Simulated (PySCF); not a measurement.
Structure revision by computed shifts

A compound C8H10OSi gives the data below (simulated from a calculation) and was assigned the structure `C=C1C(=C)C(C[SiH3])=C1C=O`.

¹³C{¹H} NMR (computed): δ 188.5 (C), 158.8 (CH), 157.9 (C), 98.1 (C), 89.9 (C), 37.3 (CH3), 36.1 (CH), 19.2 (CH3).

¹H NMR (400 MHz, computed): δ 6.95 (m, 1H), 4.90 (m, 1H), 4.54 (m, 1H), 2.47 (m, 1H), 2.44 (s, 3H), 1.43 (d, 3H).

[PySCF 2.14.0 with density-fitted response routines: GFN2-xTB structure; NMR shieldings at PBE0/pcSseg-1/GIAO; relativity neglected; no solvent model; fast rotation and ring inversion assumed for equivalent nuclei; one conformer]

Referencing at the same level of theory: ¹H, ¹³C against TMS.

**Question.** Compare with the shifts computed for the proposed structure, pairing carbons in order of shift.

**Answer.** Atoms are numbered as in `[CH2:1]=[C:2]1[C:3](=[CH2:4])[C:5]([CH2:6][SiH3:7])=[C:8]1[CH:9]=[O:10]`. Hydrogens are named by the atom that carries them.

```tsv
atom	computed for proposal	given list	difference
C9	190.8	188.5	+2.3
C5	179.6	158.8	+20.8
C3	156.8	157.9	-1.1
C2	150.8	98.1	+52.7
C8	147.1	89.9	+57.2
C4	110.1	37.3	+72.8
C1	95.5	36.1	+59.4
C6	16.1	19.2	-3.1
```

The rms difference is 43.8 ppm and the largest +72.8 ppm at C4 (terminal =CH2 carbon). The carbon types in order of shift don't match either: CH, C, C, C, C, CH2, CH2, CH2 for the proposal against C, CH, C, C, C, CH3, CH, CH3 in the data. The proposal doesn't fit.

**Question.** Which isomer fits?

**Answer.** `CC(=O)C#CC1=C[SiH2][C@H]1C`.

- Carbon types of the structure: 4 × C, 2 × CH, 2 × CH3, leaving 2 H on heteroatoms.
- δC 188.5: carbonyl carbon of an ynone.
- δC 158.8: alkene CH; an sp2 carbon of a C=C bond.
- δC 157.9: fully substituted alkene carbon; an sp2 carbon of a C=C bond.
- δC 98.1, 89.9: alkyne carbon; sp carbons lie upfield of alkene carbons because the cylindrical π system leaves one tensor component strongly shielded.

Other isomers checked: C=C1C(=C)C(CC=O)=C1[SiH3] (rms 46.2 ppm); C=Cc1ccccc1O[SiH3] (rms 60.6 ppm).

The data come from this structure; uniqueness wasn't tested.

Shifts are as computed. Against solution values, carbons near 30 ppm lie about +3 ppm off and those near 130 ppm about +5 ppm. Of 1211 compounds with measured shifts, 218 miss one by over three times the rms of a fit or turn the order of signals round; such compounds aren't used in these exercises. Multiplicities follow the n + 1 count of equivalent neighbours, as no J values were calculated; m marks all less simple cases, F and P coupling included.
